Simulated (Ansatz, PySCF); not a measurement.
GeH₅Si, SMILES [GeH2][SiH3], multiplicity 2. Atoms are numbered in the order given.

```xyz
7

Si    -1.5793    -0.0198     0.0000
Ge     0.7891     0.0343     0.0000
H     -2.0729     0.6843     1.2116
H     -2.0729     0.6843    -1.2116
H     -2.1193    -1.4079     0.0000
H      1.4452    -0.5687     1.2579
H      1.4452    -0.5687    -1.2579
```
Charge 0, spin multiplicity 2.

Coordinates come from a PBE0-D3(BJ)/def2-TZVP optimisation. The isomer is the one that the SMILES or the coordinates give; other isomers of the formula were not compared.

Two levels are set side by side: PBE-D3(BJ)/def2-TZVP (Ansatz, a quantum-chemistry and plane-wave program) and PBE0-D3(BJ)/def2-TZVP (Ansatz). Each level has its own optimised geometry; the coordinates shown are those of the second. Frequencies come from the Hessian of PySCF at each geometry. Differences are taken from unrounded values.

```json
[
 {"quantity": "mean bond length (Å)", "PBE0-D3(BJ)": "1.652"},
 {"quantity": "bond Si1–Ge2 (Å)", "PBE0-D3(BJ)": "2.369"},
 {"quantity": "bond Si1–H3 (Å)", "PBE0-D3(BJ)": "1.486"},
 {"quantity": "bond Si1–H4 (Å)", "PBE0-D3(BJ)": "1.486"},
 {"quantity": "bond Si1–H5 (Å)", "PBE0-D3(BJ)": "1.489"},
 {"quantity": "bond Ge2–H6 (Å)", "PBE0-D3(BJ)": "1.542"},
 {"quantity": "bond Ge2–H7 (Å)", "PBE0-D3(BJ)": "1.542"},
 {"quantity": "highest harmonic wavenumber (cm⁻¹)", "PBE0-D3(BJ)": "2236"},
 {"quantity": "mean harmonic wavenumber (cm⁻¹)", "PBE0-D3(BJ)": "1124"},
 {"quantity": "zero-point energy (kcal/mol)", "PBE0-D3(BJ)": "24.11"}
]
```

Problem. What does PBE-D3(BJ) give, and how far is it from PBE0-D3(BJ)? (An estimate is asked for; the answer gives what the named calculation found.)

Solution. 
| quantity | PBE-D3(BJ) | PBE-D3(BJ) minus PBE0-D3(BJ) |
|---|---|---|
| mean bond length (Å) | 1.663 | 0.011 |
| bond Si1–Ge2 (Å) | 2.381 | 0.012 |
| bond Si1–H3 (Å) | 1.495 | 0.009 |
| bond Si1–H4 (Å) | 1.495 | 0.009 |
| bond Si1–H5 (Å) | 1.499 | 0.010 |
| bond Ge2–H6 (Å) | 1.554 | 0.013 |
| bond Ge2–H7 (Å) | 1.554 | 0.013 |
| highest harmonic wavenumber (cm⁻¹) | 2175 | -60 |
| mean harmonic wavenumber (cm⁻¹) | 1086 | -39 |
| zero-point energy (kcal/mol) | 23.28 | -0.83 |

GGA bonds tend to be longer and softer than those of functionals with exact exchange. Differences between two approximate levels are no errors against the true value.
